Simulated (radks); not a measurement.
Results of a calculation; reference values are marked as such.
Spherical quantum dot in the effective-mass picture: electrons in a parabolic well V = omega^2 r^2 / 2 with omega = 0.0589, all in effective atomic units (hartree* = m*/eps^2 hartree, bohr* = eps/m* bohr), one dielectric constant everywhere. Level of theory: non-relativistic Kohn-Sham, LDA (Slater exchange, Perdew-Wang correlation), spin-polarised, spherical densities (a radial shooting solver with Libxc functionals). Levels are named by radial order and angular momentum (1s, 1p, 1d, 2s, ...), and open shells are averaged over m. Each electron was tried in the lowest free levels, single moves between levels near the top were tried too, and the lowest total energy was kept; such a search can miss a lower state. At N = 1 the Hartree and exchange-correlation terms need not cancel, so that row can carry a self-interaction error.

N,open shells,2S,E (hartree*),mu = E(N) - E(N-1) (hartree*),addition energy mu(N+1) - mu(N) (hartree*),e(HOMO) (hartree*),rms radius (bohr*)
1,"1s(up 1, down 0)",1,0.0896306,0.089631,0.1447,0.15482,5.145
2,none,0,0.323971,0.23434,0.1394,0.28947,6.219
3,"1p(up 1, down 0)",1,0.697726,0.37375,0.09103,0.41971,7.269
4,"1p(up 2, down 0)",2,1.16251,0.46478,0.08754,0.50922,7.994
5,"1p(up 3, down 0)",3,1.71483,0.55232,0.09671,0.59476,8.585
6,"1p(up 3, down 1)",2,2.36387,0.64904,0.07651,0.68758,9.130
7,"1p(up 3, down 2)",1,3.08942,0.72555,0.07455,0.76318,9.605
8,none,0,3.88952,0.80010,0.09401,0.83666,10.03
9,"1d(up 1, down 0)",1,4.78363,0.89411,0.06772,0.92822,10.47
10,"1d(up 2, down 0)",2,5.74546,0.96183,0.06625,0.99520,10.86
11,"1d(up 3, down 0)",3,6.77354,1.0281,0.06482,1.0607,11.22
12,"1d(up 4, down 0)",4,7.86644,1.0929,0.06344,1.1248,11.55
13,"1d(up 5, down 0)",5,9.02278,1.1563,0.07204,1.1876,11.87
14,"1d(up 5, down 1)",4,10.2512,1.2284,0.05968,1.2584,12.17
15,"1d(up 5, down 2)",3,11.5392,1.2881,0.05877,1.3176,12.46
16,"1d(up 5, down 3)",2,12.8860,1.3468,0.05786,1.3759,12.73
17,"1d(up 5, down 4)",1,14.2907,1.4047,0.05697,1.4333,12.99
18,none,0,15.7524,1.4617,0.06232,1.4899,13.24
19,"2s(up 1, down 0)",1,17.2764,1.5240,0.06373,1.5522,13.49
20,none,0,18.8641,1.5877,0.05506,1.6152,13.72
21,"1f(up 1, down 0)",1,20.5068,1.6428,0.05285,1.6693,13.96
22,"1f(up 2, down 0)",2,22.2025,1.6956,0.05222,1.7218,14.18
23,"1f(up 3, down 0)",3,23.9503,1.7478,0.05161,1.7737,14.40
24,"1f(up 4, down 0)",4,25.7498,1.7994,0.05102,1.8251,14.61
25,"1f(up 5, down 0)",5,27.6002,1.8505,0.05044,1.8758,14.81
26,"1f(up 6, down 0)",6,29.5011,1.9009,0.04989,1.9259,15.01
27,"1f(up 7, down 0)",7,31.4519,1.9508,0.05681,1.9756,15.20
28,"1f(up 7, down 1)",6,33.4595,2.0076,0.04834,2.0319,15.39
29,"1f(up 7, down 2)",5,35.5155,2.0560,0.04790,2.0800,15.57
30,"1f(up 7, down 3)",4,37.6193,2.1039,0.04747,2.1277,15.75
31,"1f(up 7, down 4)",3,39.7707,2.1513,-,2.1749,15.93

All shells are closed at N = 2, 8, 18, 20 (there: 1s2 1p6 1d10 2s2); the second difference of the energy has clear peaks (12 % above both neighbours; the first and last values, which can be the largest, are not judged, and half-filled shells can peak too) at N = 8, 13, 27.
